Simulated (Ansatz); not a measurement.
A structure relaxed at PBE0-D4/def2-TZVP, charge 0, multiplicity 1:

```json
{"atom": "C1", "x (Å)": "0.909", "y (Å)": "-0.122", "z (Å)": "-2.130"}
{"atom": "C2", "x (Å)": "0.343", "y (Å)": "-0.047", "z (Å)": "-0.807"}
{"atom": "N3", "x (Å)": "-0.106", "y (Å)": "0.011", "z (Å)": "0.242"}
{"atom": "In4", "x (Å)": "-0.990", "y (Å)": "0.133", "z (Å)": "2.322"}
{"atom": "F5", "x (Å)": "-1.451", "y (Å)": "2.019", "z (Å)": "2.331"}
{"atom": "F6", "x (Å)": "0.570", "y (Å)": "-0.422", "z (Å)": "3.334"}
{"atom": "F7", "x (Å)": "-2.430", "y (Å)": "-1.150", "z (Å)": "2.102"}
{"atom": "H8", "x (Å)": "0.620", "y (Å)": "-1.065", "z (Å)": "-2.597"}
{"atom": "H9", "x (Å)": "0.539", "y (Å)": "0.710", "z (Å)": "-2.732"}
{"atom": "H10", "x (Å)": "1.997", "y (Å)": "-0.067", "z (Å)": "-2.065"}
```

Q: Give its formula and SMILES.

A: C2H3F3InN, `CC#[N+][In-]([F])([F])[F]`.

Q: Point group (tolerance 0.08 Å, 0.16 Å for H)?

A: C3.

Q: Summarise the bond lengths by kind.

A: 1 × C–C 1.441 Å; 3 × C–H 1.091 Å; 1 × C–N 1.143 Å; 1 × In–N 2.263 Å; 3 × F–In 1.941 Å.

Program: Ansatz 0.2.0.
